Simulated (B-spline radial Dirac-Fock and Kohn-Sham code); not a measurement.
**Zr⁺ 4d5/2: cross section and angular parameters**

System: Zr⁺, [Kr] 4d2 5s1; threshold 13.03 eV (orbital energy of the model). These are calculated numbers from a radial atomic solver; the model is Dirac-Hartree-Slater photoionisation with a Latter tail; cross sections with all multipoles, angular parameters from the dipole term and its interference with E2.

Input file task.json (cfg lists n, l and occupation; rrms is the nuclear radius in fm):

```json
{"items": [{
  "Z": 40,
  "q": 1,
  "cfg": [[1, 0, 2], [2, 0, 2], [2, 1, 6], [3, 0, 2], [3, 1, 6], [3, 2, 10], [4, 0, 2], [4, 1, 6], [4, 2, 2], [5, 0, 1]],
  "A": 90,
  "rrms": 4.2694,
  "do": "xps",
  "hv": [57.9, 66.0, 123.0, 127.0, 156.0, 162.0, 200, 300, 388.0, 450.0, 462.0, 800, 925.0, 1253.6, 1300.0, 1350.0, 1750.0, 2000, 2120.0, 2840.0, 2984.4, 3270.0, 4090.0, 4350.0, 5020.0, 5290.0, 6000, 9760.0, 12000, 14100.0]
}]}
```

Launch: `python xray2_run.py task.json out`

For linearly polarised light dσ/dΩ = σ/(4π) [1 + β P₂(cos θ) + (δ + γ cos²θ) sin θ cos φ], with θ from the polarisation vector and φ the angle between the beam and the projection of the electron momentum on the plane normal to the polarisation.

| hν (eV) | σ (kb) | β | γ | δ |
| --- | --- | --- | --- | --- |
| 57.9 | 130 | 1.942 | 0.062 | 0.008 |
| 66 | 49.6 | 1.852 | 0.173 | -0.006 |
| 123 | 54.3 | 0.073 | 0.036 | -0.023 |
| 127 | 55.9 | 0.145 | 0.028 | -0.021 |
| 156 | 59.9 | 0.513 | -0.002 | -0.011 |
| 162 | 59.5 | 0.566 | -0.006 | -0.009 |
| 200 | 52.9 | 0.807 | -0.017 | -0.002 |
| 300 | 32.1 | 1.097 | -0.010 | 0.010 |
| 388 | 20.4 | 1.204 | 0.016 | 0.016 |
| 450 | 15.2 | 1.244 | 0.038 | 0.020 |
| 462 | 14.4 | 1.250 | 0.043 | 0.021 |
| 800 | 3.99 | 1.288 | 0.187 | 0.036 |
| 925 | 2.73 | 1.276 | 0.239 | 0.042 |
| 1253.6 | 1.17 | 1.225 | 0.368 | 0.055 |
| 1300 | 1.05 | 1.217 | 0.384 | 0.057 |
| 1350 | 0.940 | 1.208 | 0.402 | 0.059 |
| 1750 | 0.427 | 1.138 | 0.531 | 0.077 |
| 2000 | 0.280 | 1.096 | 0.601 | 0.088 |
| 2120 | 0.232 | 1.077 | 0.631 | 0.093 |
| 2840 | 0.0873 | 0.973 | 0.787 | 0.125 |
| 2984.4 | 0.0736 | 0.955 | 0.813 | 0.132 |
| 3270 | 0.0536 | 0.920 | 0.860 | 0.144 |
| 4090 | 0.0241 | 0.835 | 0.973 | 0.181 |
| 4350 | 0.0193 | 0.812 | 1.003 | 0.192 |
| 5020 | ? | ? | ? | ? |
| 5290 | 0.00935 | 0.740 | 1.095 | 0.232 |
| 6000 | 0.00581 | 0.694 | 1.152 | 0.261 |
| 9760 | 0.000861 | 0.530 | 1.348 | 0.404 |
| 12000 | 0.000371 | 0.465 | 1.409 | 0.480 |
| 14100 | 0.000190 | 0.417 | 1.446 | 0.548 |

Q: Give the values at 5020 eV.

A: σ = 0.0114 kb, β = 0.759, γ = 1.070, δ = 0.220.
